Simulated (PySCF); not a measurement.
# Excitation energy of Cl by level of theory

Cl [Ne] 3s2 3p5 (2P) → Cl [Ne] 3s1 3p6 (2S), as a difference of total energies. Calculation: PySCF 2.14, in aug-cc-pwCVTZ; the non-relativistic Hamiltonian (point nucleus). Correlated levels: valence: [Ne] frozen. The calculations carry no spin-orbit coupling.

Task: Order these methods by the excitation energy they give, lowest first.
A. UHF
B. CCSD (valence)
C. MP2 (valence)
D. SCS-MP2 (valence)

Result: B (93217 cm⁻¹), D (102720 cm⁻¹), C (104670 cm⁻¹), A (124330 cm⁻¹).

Errors of the correlated levels include the incompleteness of this basis and the frozen core.

The coupled-cluster amplitudes are large for the upper state (T1 above 0.03 or a double amplitude above 0.15), so a single reference is strained.

For comparison: 85385 cm⁻¹ (measured; NIST levels, between the centres of gravity of the two terms).
